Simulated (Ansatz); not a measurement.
Harmonic frequencies (cm⁻¹) at PBE0-D4/def2-TZVP from Ansatz: 116, 161, 168, 188, 194, 229, 272, 303, 365, 399, 408, 438, 447, 511, 528, 530, 670, 718, 730, 777, 1521, 1523, 1527, 3564, 3567, 3569, 3667, 3673, 3674, 3956.

Each molecule was computed in one conformer, which needn't be the lowest.

Q: Which molecule is it?
A. `[NH2][Ti]([NH2])([NH2])[OH]`
B. `C#[C][Ti]([Cl])([Cl])[Cl]`
C. `O[Si](O)(O)[O][Ti]([OH])([OH])[OH]`
D. `[NH2][Ti]([OH])([OH])[F]`

A: A.
